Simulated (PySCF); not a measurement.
Compound: [AlCl3(PMe3)], C3H9AlCl3P.
Numbering: `[CH3:1][P+:2]([CH3:3])([CH3:4])[Al-:5]([Cl:6])([Cl:7])[Cl:8]` (hydrogens: H9, H10, H11 on C1; H12, H13, H14 on C3; H15, H16, H17 on C4)

Theory: core-valence-separated Tamm–Dancoff BHandHLYP/aug-pcX-1 (pcseg-1 on H, def2-SVPD on Al, def2-SVPD on P, def2-SVPD on Cl) in PySCF, non-relativistic, gas phase, PBE0-D3(BJ)/def2-SVP geometry. The energies are unshifted.

(1) List the carbon K-edge absorption lines.

## Answers

(1) 
| E (eV) | f | core hole on | main final orbital |
| --- | --- | --- | --- |
| 285.96 | 0.0076 | C1/C3/C4 | LUMO (3 roots, f summed) |
| 286.10 | 0.1311 | C1/C3/C4 | spread (3 roots, f summed) |
| 286.74 | 0.0911 | C1/C3/C4 | spread (3 roots, f summed) |
| 286.88 | 0.1017 | C1/C3/C4 | spread (3 roots, f summed) |
| 287.18 | 0.0013 | C1/C3/C4 | LUMO+1/LUMO+2 (3 roots, f summed) |

The first line with a tenth or more of the strongest one's intensity is at 286.10 eV (f = 0.131, sum of 3), with the hole on C1/C3/C4 (sp3 carbon bound to phosphorus). It is also the strongest listed.

Roots within 0.03 eV whose holes lie on the same, on equivalent or on shared atoms are summed into one line, and the highest roots are left out, as the search may have cut off their partners. Final orbitals are the ground state's empty Kohn–Sham orbitals.

Only the lowest roots of each edge were sought.

Shape of the structure used: `[CH3:1][P+:2]([CH3:3])([CH3:4])[Al-:5]([Cl:6])([Cl:7])[Cl:8]`: C1–P2–Al5–Cl6 -61°.
